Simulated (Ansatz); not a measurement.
Total energies of GeH2Me(NHMe) (C2H9GeN) from Ansatz at r2SCAN-D4/def2-TZVP, gas phase (1 Eh = 27.2114 eV = 2625.5 kJ/mol). The reference geometry is relaxed at PBE0-D4/def2-SVP.

Cartesian coordinates in Å:
```
Ge 0.2501 0.6341 -0.5550
H -0.3937 0.4418 -1.9438
H -0.0092 2.0989 -0.1024
C 2.1631 0.2757 -0.5804
H 2.6753 0.9647 -1.2674
H 2.3493 -0.7566 -0.9090
H 2.5945 0.4093 0.4228
N -0.5271 -0.6155 0.5456
C -1.9595 -0.6544 0.7186
H -0.0283 -0.7506 1.4202
H -2.3874 0.1784 1.3158
H -2.4557 -0.6288 -0.2659
H -2.2715 -1.5968 1.2008
```

```json
{"state": "charge 0 singlet", "geometry": "reference", "energy (Eh)": "-2213.34264"}
{"state": "charge 1 doublet", "geometry": "reference", "energy (Eh)": "-2213.03432"}
{"state": "free Ge atom (triplet)", "geometry": "–", "energy (Eh)": "-2076.90335"}
{"state": "free H atom (doublet)", "geometry": "–", "energy (Eh)": "-0.49993"}
{"state": "free C atom (triplet)", "geometry": "–", "energy (Eh)": "-37.83292"}
{"state": "free N atom (quartet)", "geometry": "–", "energy (Eh)": "-54.58101"}
```

Question: Work out the vertical ionisation energy to the doublet.

Answer: E(charge 1 doublet) − E(charge 0 singlet) = -2213.03432 − (-2213.34264) = 0.30832 Eh = 8.39 eV. For comparison, −ε of the highest occupied level is 5.34 eV at this level, 3.05 eV less.

Question: What is the binding energy per atom against free atoms?

Answer: Atoms: 1 × (-2076.90335) + 9 × (-0.49993) + 2 × (-37.83292) + 1 × (-54.58101) = -2211.64957 Eh. Binding: -2211.64957 − (-2213.34264) = 1.69307 Eh = 46.07 eV, or 3.54 eV for each of 13 atoms (no zero-point energy, no counterpoise term).
